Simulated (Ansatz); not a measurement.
Start from `[NH2][Al]([F])[SH]` and change one element to get `NB(F)S`.

Ansatz, PBE0-D4/def2-TZVP geometries, multiplicity 1. Each molecule was computed in one conformer, which needn't be the lowest.

| property | `[NH2][Al]([F])[SH]` |
| --- | --- |
| HOMO energy (B3LYP/def2-TZVPP) / eV | -7.32 |
| LUMO energy (B3LYP/def2-TZVPP) / eV | -0.71 |
| LUMO energy (PBE/def2-TZVPP) / eV | -1.24 |
| LUMO energy (PBE0/def2-TZVPP) / eV | -0.41 |
| size of the dipole moment (ωB97M-V/def2-TZVPP) / D | 1.54 |
| HOMO energy (ωB97M-V/def2-TZVPP) / eV | -9.82 |

Question: Give the same properties after the change, and the shifts. (Estimate.)

Answer: Ansatz gave: 
```csv
property,`NB(F)S`,shift
HOMO energy (B3LYP/def2-TZVPP) / eV,-7.14,0.18
LUMO energy (B3LYP/def2-TZVPP) / eV,0.11,0.82
LUMO energy (PBE/def2-TZVPP) / eV,-0.43,0.81
LUMO energy (PBE0/def2-TZVPP) / eV,0.45,0.86
size of the dipole moment (ωB97M-V/def2-TZVPP) / D,1.73,0.19
HOMO energy (ωB97M-V/def2-TZVPP) / eV,-9.59,0.23
```

With PBE0 the HOMO rises by 0.19 eV and the LUMO rises by 0.86 eV, so the gap widens by about 0.67 eV. PBE moves the HOMO by 0.12 eV and ωB97M-V by 0.23 eV. Dipoles are sizes alone; their direction can turn.

B3LYP here is the variant with VWN-RPA as its local correlation; programs differ in this.
